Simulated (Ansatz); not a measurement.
H6Ge2, charge +1, doublet, geometry from GFN2-xTB (a state made from the parent by changing its charge; the spin is typed, not shown lowest); B3LYP/pc-2 in Ansatz (an electronic-structure program).

Here is a job for Ansatz.
Ansatz 0.2 input:
```yaml
crystal:
  periodic: [false, false, false]
  atoms:
    - {symbol: Ge, position_ang: [-1.29469349, 0.13696748, -0.01998394]}
    - {symbol: Ge, position_ang: [1.29469349, -0.13696748, 0.01998394]}
    - {symbol: H, position_ang: [-1.73689031, -0.85395003, -1.06936281]}
    - {symbol: H, position_ang: [-1.48917906, 1.58565981, -0.39696865]}
    - {symbol: H, position_ang: [-1.70671536, -0.20986339, 1.39019260]}
    - {symbol: H, position_ang: [1.48981544, -1.57304716, 0.44218548]}
    - {symbol: H, position_ang: [1.74085897, 0.88657228, 1.03583544]}
    - {symbol: H, position_ang: [1.70211032, 0.16462850, -1.40188207]}
basis:
  gaussian:
    orbitals: pc-2.json
hamiltonian:
  xc: b3lyp
total_charge: 1
magnetization: {spin_polarized: true, initial_magnetization: 1}
```
The basis file holds pc-2 in the JSON format of the Basis Set Exchange.

It wrote (shortened):

```
Functional definition: B3LYP
1166 factors; their error is unknown
mean field evaluation 1: about -113128.8318 eV, gradient 1.2e1 eV
mean field evaluation 2: about -113129.5016 eV, gradient 4.6e0 eV
mean field evaluation 4: about -113129.5488 eV, gradient 2.1e-1 eV
mean field evaluation 8: about -113130.0880 eV, gradient 3.1e-2 eV
mean field -113130.08804220 eV, -4157.4540532232 hartree, gradient 8.5e-5 eV, S^2 0.751580; 0 other end points of the search recorded, 0 dependent functions left out
reference -113130.08833918 eV, -4157.4540641370 hartree; 35, 34 occupied and 135, 136 virtual orbitals, 1166 factors
Total energy: -113130.08833918 eV, -4157.4540641370 hartree
```
